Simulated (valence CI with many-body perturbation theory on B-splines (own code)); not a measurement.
# I²²⁺: key properties

Level of theory: configuration interaction combined with many-body perturbation theory (CI+MBPT): three valence electrons over a frozen Dirac-Fock core [Ar] 3d10, radial functions for each j: 11 s, 11 p, 10 d, 8 f, 5 g, 2 h, with the one-electron correlation potential Σ1, the two-electron term Σ2, the three-electron term Σ3, Breit, model QED; selected CI, second order for the rest, scaled by the run's own slope (own B-spline code, finite nucleus).

No measured spectrum was set against this ion. As an estimate, levels hold to about 250 cm⁻¹ or 0.2 % of their energy and the worst to 1 %, as in measured heavy ions of charge 2 to 7; those with d or f electrons hold less well.

Levels are named by their leading jj configuration (3d3/2^4 stands for four electrons in 3d with j = 3/2), which in mixed levels can hold well under half, so a name can repeat and another be missing.

Rates and lifetimes use the calculated energies. Strong lines usually hold to 10 to 20 %, long lifetimes can be off by a factor of two.

(1) What is the ground level?

(2) How well does LS coupling describe the low levels?

(3) Among levels below 327.73 eV, which E1 lines absorb most strongly from the ground level?

(4) Name the longest-lived excited levels whose lifetime is computed, and their main decay.

(5) Where does the other parity begin?

(6) What is the ionisation energy?

## Answers

(1) (4s^2 4p1/2) J=1/2, composition 99 % 4s2.4p 2P°, g = 0.664.

(2) Among the lowest 20 levels the leading LS term, summed over configurations, holds 80 % on average. For single configurations the figures are 77 % in LS and 88 % in jj coupling. Terms mix most in the J = 3/2 level at 118.97 eV, where the leading one holds 38 %.

(3) to (4s^2 4d3/2) J=3/2 at 11.95 nm, f = 0.800; to (4s 4p1/2 4p3/2) J=1/2 at 17.13 nm, f = 0.432; to (4s 4p1/2 4p3/2) J=3/2 at 18.13 nm, f = 0.310.

(4) (4s 4p3/2 4d5/2) J=9/2 at 157.65 eV lives 89.1 μs, mostly by M1 to (4s 4p1/2 4d5/2) J=7/2; (4s^2 4p3/2) J=3/2 at 15.51 eV lives 56.4 μs, mostly by M1 to (4s^2 4p1/2) J=1/2.

(5) At (4s 4p1/2^2) J=1/2, 47.24 eV.

(6) 684.93 eV; NIST lists 683 ± 4 eV (theoretical).
